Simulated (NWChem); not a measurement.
Species: C₂H₂F₄; SMILES FC(C(F)F)F

```xyz
8

F      1.0923    -1.3561     0.0787
C      0.0000    -0.6871    -0.3249
F     -1.0923    -1.3561     0.0789
C      0.0000     0.6871     0.3249
F     -1.0923     1.3561    -0.0789
F      1.0923     1.3561    -0.0787
H     -0.0002    -0.6053    -1.4264
H     -0.0002     0.6053     1.4264
```
Atoms are numbered in this order, from 1.

Computed with NWChem. Pople sets run with spherical d functions. The geometry was optimised at PBE0/def2-SVP. Level: PBE/6-31G* with SMD (1 M gas to 1 M solution), gas-phase geometry.

```json
[
 {"solvent": "water", "dielectric constant": "78.4", "solvation free energy (kcal/mol)": "0.7", "cavity-dispersion-structure term (kcal/mol)": "4.2"},
 {"solvent": "toluene", "dielectric constant": "2.37", "solvation free energy (kcal/mol)": "-1.3", "cavity-dispersion-structure term (kcal/mol)": "0.6"},
 {"solvent": "1,4-dioxane", "dielectric constant": "2.21", "solvation free energy (kcal/mol)": "-0.4", "cavity-dispersion-structure term (kcal/mol)": "1.4"},
 {"solvent": "cyclohexane", "dielectric constant": "2.02", "solvation free energy (kcal/mol)": "-0.9", "cavity-dispersion-structure term (kcal/mol)": "0.8"},
 {"solvent": "dimethyl sulfoxide", "dielectric constant": "46.8", "solvation free energy (kcal/mol)": "-1.4", "cavity-dispersion-structure term (kcal/mol)": "2.1"},
 {"solvent": "ethyl acetate", "dielectric constant": "5.99", "solvation free energy (kcal/mol)": "-2.1", "cavity-dispersion-structure term (kcal/mol)": "0.8"},
 {"solvent": "tetrahydrofuran", "dielectric constant": "7.43", "solvation free energy (kcal/mol)": "-2.0", "cavity-dispersion-structure term (kcal/mol)": "1.1"}
]
```
